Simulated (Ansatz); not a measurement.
Program: Ansatz. Geometries: PBE0-D4/def2-TZVP. ΔE: electronic, gas phase. CCSD(T)/CBS is the MP2 limit (def2-TZVPP, def2-QZVPP) plus CCSD(T) − MP2 in def2-TZVPP, frozen cores. This one scheme is used for every species. DFT in def2-TZVPP. Elements past krypton have def2 core potentials. For Sn outer-core shells are correlated without core-valence functions, which leaves a few kJ/mol of doubt a bond. Each species was taken in one conformer, which may not be the lowest.

`[OH][SnH2][SiH2]Cl` + `N[SiH3]` → `[OH][SnH2][NH][SiH3]` + `[SiH3]Cl`  (cleavage of the Sn–Si bond)

```json
{"level": "r2SCAN-D4", "ΔE (kJ/mol)": "6.0", "difference from CCSD(T)/CBS": "10.2"}
{"level": "PBE0-D4", "ΔE (kJ/mol)": "12.6", "difference from CCSD(T)/CBS": "16.8"}
{"level": "ωB97X-V", "ΔE (kJ/mol)": "-1.2", "difference from CCSD(T)/CBS": "3.0"}
{"level": "PBE", "ΔE (kJ/mol)": "16.8", "difference from CCSD(T)/CBS": "21.0"}
{"level": "HF/def2-TZVPP", "ΔE (kJ/mol)": "-10.2", "difference from CCSD(T)/CBS": "-6.0"}
{"level": "MP2/def2-TZVPP", "ΔE (kJ/mol)": "-10.2", "difference from CCSD(T)/CBS": "-6.0"}
{"level": "HF/def2-QZVPP", "ΔE (kJ/mol)": "-11.5", "difference from CCSD(T)/CBS": "-7.3"}
{"level": "MP2/def2-QZVPP", "ΔE (kJ/mol)": "-8.9", "difference from CCSD(T)/CBS": "-4.7"}
{"level": "HF/CBS(def2)", "ΔE (kJ/mol)": "-11.7", "difference from CCSD(T)/CBS": "-7.5"}
{"level": "CCSD/CBS(def2)", "ΔE (kJ/mol)": "-3.6", "difference from CCSD(T)/CBS": "0.6"}
{"level": "CCSD(T)/CBS", "ΔE (kJ/mol)": "-4.2", "difference from CCSD(T)/CBS": "0"}
```

Largest T1 diagnostic among the species: 0.013.

From PBE to PBE0 (25 % exact exchange), in def2-TZVPP and without D4, ΔE moves by −3.4 kJ/mol.
